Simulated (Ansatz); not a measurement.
CH2BCl, SMILES `B[C]Cl` (excited triplet) (charge 0, multiplicity 3). This triplet is an excited state, 0.37 eV above the relaxed singlet at the level frozen-core CCSD(T)/cc-pVTZ // PBE0-D3(BJ)/def2-TZVP (Ansatz, a program for electronic structure).

Z-matrix (Å, degrees):
```
B
H 1 1.1928
H 1 1.1980 2 121.65
C 1 1.5001 2 119.20 3 180.00
Cl 4 1.6419 1 136.17 2 -179.99
```
Charge 0, spin multiplicity 3.

Frozen-core energies in cc-pVDZ from Ansatz at a geometry from PBE0-D3(BJ)/def2-TZVP; the HF reference has <S^2> = 2.02 and the T1 diagnostic is 0.024.

| level | energy (Ha) |
|---|---|
| HF | -523.12520 |
| MP2 | -523.42646 |
| CCSD | -523.46840 |

### Question
Estimate the energies of CCSD(T), CCSDT and CCSDT(Q), and give each level's difference from CCSDT(Q).

### Answer

| level | energy (Ha) | difference from CCSDT(Q) (mHa) |
|---|---|---|
| MP2 | -523.42646 | 53.50 |
| CCSD | -523.46840 | 11.57 |
| CCSD(T) | -523.47798 | 1.99 |
| CCSDT | -523.47929 | 0.67 |
| CCSDT(Q) | -523.47996 | 0.00 |
